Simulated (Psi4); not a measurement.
C3H9SSi, doublet, geometry from GFN2-xTB; CCSD(T)/STO-3G (Psi4 1.11).

Psi4 was given this input:
```
memory 2 GB

molecule mol {
0 2
C    -0.655819    1.474438   -1.214664
Si   -0.063141   -0.077091   -0.277691
C     1.516243   -0.779884   -1.082710
C    -1.437218   -1.398783   -0.239344
S     0.394535    0.481703    1.735151
H    -0.899393    1.233321   -2.244601
H    -1.541951    1.897097   -0.750844
H     0.110733    2.243417   -1.222772
H     1.876341   -1.650652   -0.543182
H     1.326392   -1.076758   -2.109383
H     2.313593   -0.042868   -1.088947
H    -1.700119   -1.710965   -1.245157
H    -2.334428   -1.016863    0.238305
H    -1.118995   -2.278326    0.312143
}

set {
  basis sto-3g
  reference uhf
  puream false
}

energy('ccsd(t)')
print_variables()
```

Task: What does Psi4 print? Leave out banner, timings and long lists.

Result: 
```
   => Loading Basis Set <=

    Name: STO-3G
    Role: ORBITAL
    Keyword: BASIS

         ---------------------------------------------------------
                                   SCF
               by Justin Turney, Rob Parrish, Andy Simmonett
                          and Daniel G. A. Smith
                              UHF Reference
         ---------------------------------------------------------

  ==> Geometry <==

    Molecular point group: c1
    Full point group: C1

    Geometry (in Angstrom), charge = 0, multiplicity = 2:

       Center              X                  Y                   Z               Mass
    ------------   -----------------  -----------------  -----------------  -----------------
         C           -0.674318974741     1.451850483417    -1.296026619063    12.000000000000
         SI          -0.081640974741    -0.099678516583    -0.359053619063    27.976926534650
         C            1.497743025259    -0.802471516583    -1.164072619063    12.000000000000
         C           -1.455717974741    -1.421370516583    -0.320706619063    12.000000000000
         S            0.376035025259     0.459115483417     1.653788380937    31.972071174400
         H           -0.917892974741     1.210733483417    -2.325963619063     1.007825032230
         H           -1.560450974741     1.874509483417    -0.832206619063     1.007825032230
         H            0.092233025259     2.220829483417    -1.304134619063     1.007825032230
         H            1.857841025259    -1.673239516583    -0.624544619063     1.007825032230
         H            1.307892025259    -1.099345516583    -2.190745619063     1.007825032230
         H            2.295093025259    -0.065455516583    -1.170309619063     1.007825032230
         H           -1.718618974741    -1.733552516583    -1.326519619063     1.007825032230
         H           -2.352927974741    -1.039450516583     0.156942380937     1.007825032230
         H           -1.137494974741    -2.300913516583     0.230780380937     1.007825032230

  Running in c1 symmetry.

  Rotational constants: A =      0.10157  B =      0.07143  C =      0.07143 [cm^-1]
  Rotational constants: A =   3044.89866  B =   2141.38370  C =   2141.38356 [MHz]
  Nuclear repulsion =  285.985269940846194

  Charge       = 0
  Multiplicity = 2
  Electrons    = 57
  Nalpha       = 29
  Nbeta        = 28

  ==> Algorithm <==

  SCF Algorithm Type is PK.
  DIIS enabled.
  MOM disabled.
  Fractional occupation disabled.
  Guess Type is SAD.
  Energy threshold   = 1.00e-08
  Density threshold  = 1.00e-08
  Integral threshold = 1.00e-12

  ==> Primary Basis <==

  Basis Set: STO-3G
    Blend: STO-3G
    Number of shells: 28
    Number of basis functions: 42
    Number of Cartesian functions: 42
    Spherical Harmonics?: false
    Max angular momentum: 1

  ==> Integral Setup <==

  Using in-core PK algorithm.
   Calculation information:
      Number of atoms:                  14
      Number of AO shells:              28
      Number of primitives:             84
      Number of atomic orbitals:        42
      Number of basis functions:        42

      Integral cutoff                 1.00e-12
      Number of threads:                 1

  Performing in-core PK
  Using 816312 doubles for integral storage.
  We computed 74346 shell quartets total.
  Whereas there are 82621 unique shell quartets.

  ==> DiskJK: Disk-Based J/K Matrices <==

    J tasked:                  Yes
    K tasked:                  Yes
    wK tasked:                  No
    Schwarz Cutoff:          1E-12

  Minimum eigenvalue in the overlap matrix is 2.2854121261E-01.
  Reciprocal condition number of the overlap matrix is 9.6752740064E-02.
    Using symmetric orthogonalization.

  ==> Pre-Iterations <==

  SCF Guess: Superposition of Atomic Densities via on-the-fly atomic UHF (no occupation information).

   -------------------------
    Irrep   Nso     Nmo
   -------------------------
     A         42      42
[...]
  @UHF Final Energy:  -796.30058298984602
    Total Energy =                       -796.3005829898460206
[...]
             17   2         0.0060820310
             26   1         0.0055816399
             17   1         0.0055567618
             24   3        -0.0048455881
             20   0         0.0042476026
             16   1        -0.0041784873
             19   1         0.0040452306
             13   2        -0.0039838544

    Largest TIJAB Amplitudes:
     28  26   3   0        -0.0127067885
     27  26   2   0        -0.0096564814
     26  24   2   0        -0.0062944844
     26  23   6   0        -0.0053103467
     26  17   1   0         0.0052412308
     26  25   3   0        -0.0051004091
     18  17   1   0         0.0049532138
     25  22  10   1         0.0048119901
     25  17   3   0         0.0047599880
     24  18   4   1         0.0047431609

    Largest Tijab Amplitudes:
     27  26   3   1        -0.0149914648
     26  25   1   0        -0.0093062044
     26  23   7   1        -0.0053307260
     26  17   2   1         0.0052069101
     26  24   3   1        -0.0051701296
     24  22  11   2         0.0050330566
     25  18   7   2        -0.0048264807
     25  19   5   2         0.0047799440
     26  16   4   0        -0.0047212250
     24  23  10   2         0.0046672283

    Largest TIjAb Amplitudes:
     26  26   0   1        -0.0815256534
     25  24   3   3        -0.0427022032
     24  25   2   4        -0.0400220509
     21  21   4   5        -0.0294607956
     22  22   5   6        -0.0292220145
     25  24   1   2        -0.0269390561
     24  25   1   2        -0.0261835325
     26  16   0   1        -0.0259114886
     27  26   0   0         0.0254877442
     27  16   0   0         0.0252644127

    SCF energy       (wfn)                    = -796.300582989846021
    Reference energy (file100)                = -796.300582989846816

    Opposite-spin MP2 correlation energy      =   -0.184411340382543
    Same-spin MP2 correlation energy          =   -0.021907280174885
    Singles MP2 correlation energy            =   -0.000000000000000
    MP2 correlation energy                    =   -0.206318620557428
      * MP2 total energy                      = -796.506901610404270

    Opposite-spin CCSD correlation energy     =   -0.254355095402588
    Same-spin CCSD correlation energy         =   -0.017600752970039
    Singles CCSD correlation energy           =   -0.000000000000000
    CCSD correlation energy                   =   -0.271955848372627
      * CCSD total energy                     = -796.572538838219430

            **************************
            *                        *
            *        CCTRIPLES       *
            *                        *
            **************************

    Wave function   =    CCSD_T
    Reference wfn   =      UHF

    Nuclear Rep. energy (wfn)                =  285.985269940846194
    SCF energy          (wfn)                = -796.300582989846021
    Reference energy    (file100)            = -796.300582989846816
    CCSD energy         (file100)            =   -0.271955848372627
    Total CCSD energy   (file100)            = -796.572538838219430

    Number of ijk index combinations:
    Spin Case AAA:                                3654
    Spin Case BBB:                                3276
    Spin Case AAB:                               11368
    Spin Case ABB:                               10962
    AAA (T) energy                             =   -0.000024608269458
    BBB (T) energy                             =   -0.000025809196354
    AAB (T) energy                             =   -0.000991807148467
    ABB (T) energy                             =   -0.001021641094280
    (T) energy                                   =   -0.002063865708559
      * CCSD(T) total energy                     = -796.574602703928008

  Variable Map:
  ----------------------------------------------------------------------------
[...]
  Array Variable Map:
  ----------------------------------------------------------------------------
[...]
[...]
```
